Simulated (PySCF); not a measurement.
A structure optimised at B3LYP-D3(BJ)/def2-SVP, used in a PySCF frequency run:

```xyz
11

Zn     0.1989    -0.0004     0.0000
Br    -2.0492     0.0037     0.0000
N      2.0155    -0.1169     0.0000
C      2.7937     0.0278     1.2077
C      2.7937     0.0278    -1.2077
H      3.6114    -0.7228     1.2538
H      3.2774     1.0258     1.3019
H      2.1734    -0.1196     2.1072
H      3.2774     1.0258    -1.3019
H      3.6114    -0.7228    -1.2538
H      2.1734    -0.1196    -2.1072
```

### Question
Write its SMILES, formula and point group.

### Answer
C[N](C)[Zn][Br], C2H6BrNZn, Cs

### Question
What are its rotational constants (standard atomic weights)?

### Answer
9.3611, 0.79446, 0.73963 GHz
